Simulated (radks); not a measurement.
Values are calculated unless marked as measured or tabulated.
Task: S X, 7 electrons, occupied as [He] 2s2 2p3 (the NIST ground configuration). Level of theory: Dirac Kohn-Sham, PBE, spin-unpolarised, spherical densities, finite nucleus; open shells are shared between the two j in proportion to 2j + 1; Fermi nuclear charge, rms radius 3.2611 fm (a radial shooting solver on a logarithmic mesh with Libxc functionals). Some entries of the table are withheld. Estimate them.

| orbital | occ. | eigenvalue (hartree) | <r> (bohr) |
|---|---|---|---|
| 1s1/2 | 2 | -99.92088 | (1) |
| 2s1/2 | 2 | -16.93787 | 0.4408 |
| 2p1/2 | 1 | (2) | 0.3904 |
| 2p3/2 | 2 | (3) | 0.3922 |
| 3s1/2 | 0 | -6.20468 | 1.118 |
| 3p1/2 | 0 | -5.71880 | 1.107 |
| 3p3/2 | 0 | -5.70565 | 1.109 |
| 3d3/2 | 0 | -5.11277 | (4) |
| 3d5/2 | 0 | -5.11041 | (5) |

Result: 
(1) 1s1/2 <r> (bohr): 0.09659
(2) 2p1/2 eigenvalue (hartree): -15.26814
(3) 2p3/2 eigenvalue (hartree): -15.20894
(4) 3d3/2 <r> (bohr): 1.012
(5) 3d5/2 <r> (bohr): 1.013
